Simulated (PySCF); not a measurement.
## A survey of ²⁹Si NMR shifts

Calculated, not measured (PySCF 2.14): GIAO PBE0/pcSseg-1 shieldings, coordinates at the GFN2-xTB level. Gas phase, rapidly exchanging positions averaged, relativity neglected, a single conformation.

Shieldings were converted by a linear fit to measured shifts: ²⁹Si (scatter 8.9 ppm rms, 25.8 ppm with the 6 outliers that the fit left out vs TMS, solution or neat liquid). A few per cent of atoms miss by over 2 rms, more outside the fitted compound classes.

**Question.** Give the ²⁹Si shifts of `C[C@@H]1[SiH2]SCC[C@H]1S`, `C[C@@H]1[SiH2]SCC[C@@H]1S`.

**Answer.** 
```csv
compound,environment,δ (ppm)
C[C@@H]1[SiH2]SCC[C@H]1S,"silicon bonded to C, S, 2 H, in a 6-membered ring",-29.1
C[C@@H]1[SiH2]SCC[C@@H]1S,"silicon bonded to C, S, 2 H, in a 6-membered ring",-26.4
```

**Question.** Order these by ²⁹Si shift, lowest first.
A. [SiH3]C[C@@H]1CCS1
B. CC(C)S[C@@H]1C[Si@H]1S
C. CSCC1(S)C[SiH2]C1
D. CS[Si@H]1CCCSC1
E. CN[SiH2]OCC(=O)O

**Answer.** B (-84.0 ppm, silicon bonded to 2 C, S, H, in a 3-membered ring), A (-73.4 ppm, silicon bonded to C, 3 H), C (-52.9 ppm, silicon bonded to 2 C, 2 H, in a 4-membered ring), E (-28.9 ppm, silicon bonded to N, O, 2 H), D (-20.3 ppm, silicon bonded to 2 C, S, H, in a 6-membered ring).
